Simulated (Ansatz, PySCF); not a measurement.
C2H6ClFSi, SMILES [SiH3]C[C@@H](F)Cl. Atoms are numbered in the order given.

```xyz
11

F     -1.1453    -1.3420     0.3741
C     -1.0158    -0.2506    -0.4308
Cl    -1.1770     1.2416     0.5850
C      0.3158    -0.2823    -1.1473
Si     1.8711    -0.2265    -0.0417
H     -1.8767    -0.2290    -1.1156
H      0.3619     0.5566    -1.8602
H      0.3459    -1.2113    -1.7432
H      1.7425    -1.1652     1.1050
H      3.0227    -0.6483    -0.8919
H      2.1251     1.1517     0.4566
```
Charge 0, spin multiplicity 1.

Coordinates come from a B3LYP-D3(BJ)/def2-SVP optimisation. The structure was generated by enumeration; whether it is a known compound was not checked. One conformer was computed; it need not be the lowest.

Two levels are set side by side: PBE-D3(BJ)/def2-SVP (Ansatz, a first-principles code) and B3LYP-D3(BJ)/def2-SVP (Ansatz). Each level has its own optimised geometry; the coordinates shown are those of the second. Frequencies come from the Hessian of PySCF at each geometry. Differences are taken from unrounded values.

```tsv
quantity	B3LYP-D3(BJ)
mean bond length (Å)	1.437
bond F1–C2 (Å)	1.362
bond C2–Cl3 (Å)	1.812
bond C2–C4 (Å)	1.512
bond C4–Si5 (Å)	1.909
bond C2–H6 (Å)	1.100
bond C4–H7 (Å)	1.102
bond C4–H8 (Å)	1.104
bond Si5–H9 (Å)	1.488
bond Si5–H10 (Å)	1.492
bond Si5–H11 (Å)	1.487
highest harmonic wavenumber (cm⁻¹)	3106
mean harmonic wavenumber (cm⁻¹)	1200
zero-point energy (kcal/mol)	46.31
```

### Question
What does PBE-D3(BJ) give, and how far is it from B3LYP-D3(BJ)? (An estimate is asked for; the answer gives what the named calculation found.)

### Answer

```csv
quantity,PBE-D3(BJ),PBE-D3(BJ) minus B3LYP-D3(BJ)
mean bond length (Å),1.445,0.008
bond F1–C2 (Å),1.368,0.006
bond C2–Cl3 (Å),1.817,0.005
bond C2–C4 (Å),1.515,0.002
bond C4–Si5 (Å),1.915,0.006
bond C2–H6 (Å),1.110,0.010
bond C4–H7 (Å),1.109,0.008
bond C4–H8 (Å),1.112,0.008
bond Si5–H9 (Å),1.501,0.013
bond Si5–H10 (Å),1.505,0.013
bond Si5–H11 (Å),1.500,0.013
highest harmonic wavenumber (cm⁻¹),3054,-52
mean harmonic wavenumber (cm⁻¹),1164,-36
zero-point energy (kcal/mol),44.92,-1.39
```

Exact exchange shortens and stiffens bonds; PBE has none. Differences between two approximate levels are no errors against the true value.
